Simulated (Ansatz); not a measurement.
A nudged elastic band was laid between two geometries of AlBrCl$_{2}$H$_{2}$ (6 atoms, charge 0, multiplicity 1).

All numbers below come from RKS revPBE/def2-SVP in Ansatz.

- movable images: 5
- climbing image: yes
- spring: 5.0 eV/Å²
- optimiser: quadratic models (default)
- start path: through a guess of the saddle point
- force threshold: 0.03 eV/Å
- iteration limit: 60
- end points: relaxed

Image 0:

```xyz
6
Properties=species:S:1:pos:R:3
Al -0.037 0.045 0.101
Cl -0.048 0.663 2.161
H 1.338 -0.072 -0.676
Cl -1.861 0.273 -0.973
Br -0.225 -2.723 0.866
H -0.291 -2.181 2.203
```

Image 6:

```xyz
6
Properties=species:S:1:pos:R:3
Al -0.067 -0.545 -0.186
Cl -0.110 0.117 2.416
H 1.347 0.052 -0.573
Cl -1.857 0.356 -0.902
Br -0.216 -2.785 0.416
H -0.222 -1.191 2.510
```

Problem. What changes between the two ends?

Solution. Bonds broken: Al1–Cl2, Br5–H6. Bonds formed: Al1–Br5, Cl2–H6.

Problem. What energy profile does the band end with?

Solution. The forces met the threshold. The highest image is number 3 of 0 to 6, 9.4 kJ/mol above the ends, which have the same energy within 2 meV. A vibrational analysis at the climbing image gives one clearly imaginary mode, 259i cm⁻¹: a first-order saddle point. The orbitals stay closed-shell, which can raise the energy where a bond breaks towards radicals; this wasn't checked here.

```tsv
image	path coordinate (Å)	energy (kJ/mol)	Al1–Cl2 (Å)	Br5–H6 (Å)	Al1–Br5 (Å)
0	0.00	0.0	2.15	1.44	2.88
1	0.34	0.8	2.17	1.46	2.83
2	0.68	4.1	2.21	1.50	2.70
3	1.02	9.4	2.31	1.68	2.53
4	1.31	5.0	2.45	1.97	2.42
5	1.59	0.9	2.60	2.29	2.35
6	1.88	-0.1	2.69	2.63	2.32
```

Problem. What is the geometry of the highest image?

Solution. 
```xyz
6
Properties=species:S:1:pos:R:3:forces:R:3
Al -0.061 -0.293 0.039 -0.01 0.02 0.00
Cl -0.113 0.175 2.305 0.00 0.01 -0.01
H 1.357 -0.031 -0.606 0.00 -0.01 0.00
Cl -1.873 0.279 -0.911 0.01 0.00 0.00
Br -0.230 -2.678 0.858 0.00 -0.01 0.00
H -0.205 -1.447 1.997 0.00 -0.01 0.00
```

Problem. What are the harmonic wavenumbers there?

Solution. 259i, 95, 136, 249, 327, 456, 518, 583, 624, 792, 1106, 1953 cm⁻¹.

The run took 60 s on 2 threads of Arm Neoverse V2, on a shared host, peak memory 0.14 GiB.
